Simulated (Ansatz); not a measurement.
Stepwise reaction of `CN([SiH2]F)[SiH2]F` with hydrogen, as a gas-phase model of exchange steps in deposition or etching. ΔE in kJ/mol.

Computed with Ansatz on PBE0-D4/def2-TZVP structures; ΔE is electronic, products minus reactants. CBS: MP2 limit from def2 TZ/QZ plus the TZ coupled-cluster correction, frozen cores. This one scheme is used for every species. Functionals use def2-TZVPP. B3LYP here is the variant with VWN-RPA as its local correlation; programs differ in this. One conformer a species, not always the lowest.

| step | reaction | PBE-D4 | B3LYP-D4 | ωB97M-V | CCSD(T)/CBS |
| --- | --- | --- | --- | --- | --- |
| 2 | `CN([SiH3])[SiH2]F` + H₂ → `CN([SiH3])[SiH3]` + H–F | 129.1 | 137.2 | 138.1 | 134.9 |

Task: Give the row of step 1, `CN([SiH2]F)[SiH2]F` + H₂ → `CN([SiH3])[SiH2]F` + H–F. (Best estimate.)

Result: Ansatz gave: 
| step | reaction | PBE-D4 | B3LYP-D4 | ωB97M-V | CCSD(T)/CBS |
| --- | --- | --- | --- | --- | --- |
| 1 | `CN([SiH2]F)[SiH2]F` + H₂ → `CN([SiH3])[SiH2]F` + H–F | 124.8 | 133.3 | 134.1 | 130.8 |

Task: By hand: ΔE of the 2 steps together at CCSD(T)/CBS.

Result: (130.8) + (134.9) = 265.7 kJ/mol, or 132.9 kJ/mol a step.

In ΔE the steps differ by no more than 4.1 kJ/mol. All are uphill at CCSD(T)/CBS. PBE-D4 differs from CCSD(T)/CBS by -6.0 to -5.8 kJ/mol a step. Isolated molecules leave out the surface, adducts and barriers. Largest T1 diagnostic: 0.012.
